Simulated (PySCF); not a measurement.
SiHCl3, SMILES Cl[SiH](Cl)Cl.

Coordinates come from a PBE-D3(BJ)/def2-SVP optimisation. The isomer is the one that the SMILES or the coordinates give; other isomers of the formula were not compared.

Level of theory: PBE/def2-TZVPD (PySCF).

Symmetry labels are those of the subgroup Cs that the program uses (full group C3v).

Computed valence orbital energies around the gap with their symmetry:
| orbital | symmetry | energy (eV) |
|---|---|---|
| HOMO−7 | A' | -10.74 |
| HOMO−6 | A' | -10.60 |
| HOMO−5 | A' | -8.89 |
| HOMO−4 | A" | -8.89 |
| HOMO−3 | A" | -8.38 |
| HOMO−2 | A' | -8.38 |
| HOMO−1 | A' | -8.30 |
| HOMO | A" | -8.03 |
| LUMO | A' | -1.64 |
| LUMO+1 | A' | -0.99 |
| LUMO+2 | A" | -0.99 |
| LUMO+3 | A' | -0.41 |
